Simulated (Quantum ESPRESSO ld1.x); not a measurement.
Spin polarisation of the 4f3 shell in Pr2+. Start: [Xe] 4f(up 1.5, down 1.5); electrons of 4f are moved from spin down to spin up, other shells keep equal spins. Calculated with ld1.x of Quantum ESPRESSO 7.5: scalar-relativistic Kohn-Sham, LDA (Slater exchange, Perdew-Zunger correlation), spin-polarised, spherical densities, point nucleus.

moment (Bohr magnetons)  E - E(0) (eV)  e(4f up) (eV)  e(4f down) (eV)  5p down minus up (eV)  5s down minus up (eV)  4d down minus up (eV)
0                                0.000        -14.119          -14.119                  0.000                  0.000                  0.000
0.75                            -0.080        -14.320          -13.892                  0.251                  0.320                  0.502
1.5                             -0.321        -14.493          -13.639                  0.503                  0.640                  1.004
2.25                            -0.721        -14.638          -13.359                  0.756                  0.961                  1.504
3                               -1.281        -14.754          -13.052                  1.010                  1.284                  2.001

At moment 3 the spin-polarisation energy is -1.281 eV and the 4f exchange splitting 1.702 eV, that is 0.567 eV per Bohr magneton; E = -I m^2/4 would give I = 0.569 eV.
